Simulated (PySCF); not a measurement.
C7H8F4.
Atom-mapped SMILES: `[F:1][C@@H:2]1[CH2:3][C@@H:4]2[CH2:5][C@@H:6]([C:7]([F:8])([F:9])[F:10])[C@H:11]12` (hydrogens: H12 on C2; H13, H14 on C3; H15 on C4; H16, H17 on C5; H18 on C6; H19 on C11)

A GFN2-xTB structure was refined with PBE0-D3(BJ)/def2-SVP geometry optimisation, gas phase in PySCF 2.14.0. Its GFN2-xTB values:

```tsv
coordinate	GFN2-xTB
F1–C2	1.371 Å
C2–C11	1.536 Å
C2–H12	1.093 Å
C3–C4	1.538 Å
C3–H13	1.087 Å
C3–H14	1.086 Å
C4–C11	1.545 Å
C4–H15	1.085 Å
C5–C6	1.542 Å
C5–H16	1.087 Å
C5–H17	1.088 Å
C6–C7	1.511 Å
C6–C11	1.540 Å
C6–H18	1.091 Å
C7–F8	1.343 Å
C11–H19	1.086 Å
F1–C2–C3	114.7°
F1–C2–C11	115.1°
C3–C4–C11	89.9°
C4–C11–C6	89.7°
C5–C6–C7	114.1°
C6–C7–F8	112.8°
C7–C6–C11	113.8°
F8–C7–F9	106.2°
F1–C2–C3–C4	-121°
F1–C2–C11–C6	31°
C3–C4–C5–C6	-87°
C4–C5–C6–C7	-120°
```

Q: How do these coordinates change at the PBE0-D3(BJ)/def2-SVP level?

A: 
```tsv
coordinate	PBE0-D3(BJ)/def2-SVP (Å or °)	change
C4–C11	1.563	+0.018
C3–H13	1.101	+0.014
C4–H15	1.098	+0.013
C5–H16	1.100	+0.013
C3–H14	1.099	+0.013
C11–H19	1.098	+0.012
C5–H17	1.099	+0.011
C6–C7	1.500	-0.011
C2–H12	1.102	+0.009
C6–H18	1.100	+0.009
C3–C4	1.546	+0.008
C2–C11	1.528	-0.008
C5–C6	1.545	+0.003
F1–C2	1.368	-0.003
C6–C11	1.542	+0.002
C7–F8	1.341	-0.002
C7–C6–C11	115.6	+1.8
C5–C6–C7	115.8	+1.7
F1–C2–C3	116.2	+1.5
F1–C2–C11	116.3	+1.2
C4–C11–C6	88.5	-1.2
C6–C7–F8	111.9	-0.9
F8–C7–F9	107.1	+0.9
C3–C4–C11	89.0	-0.9
F1–C2–C11–C6	40	+9
C4–C5–C6–C7	-129	-9
F1–C2–C3–C4	-129	-8
C3–C4–C5–C6	-79	+8
```

The energy falls by 5.5 kJ/mol over 12 energy and gradient evaluations, the largest force component goes from 0.0099 to 3.0e-04 Eh/bohr, and the atoms move by 0.190 Å rms after alignment. The bond that changes most is C4–C11 (both ends sp3 carbon at a ring junction), which lengthens by 0.018 Å. Bonds longer at the end by more than 0.005 Å: 10 of 20; shorter: 4. Among the dihedrals that turn most is H17–C5–C6–C7, from -4° to -15°. Rotational constants go from 2046, 762.6, 673.4 to 1963, 785.8, 675.4 MHz.

The run used 194 basis functions and 74 SCF cycles in all.

Whether it is a minimum is left open (no frequencies).
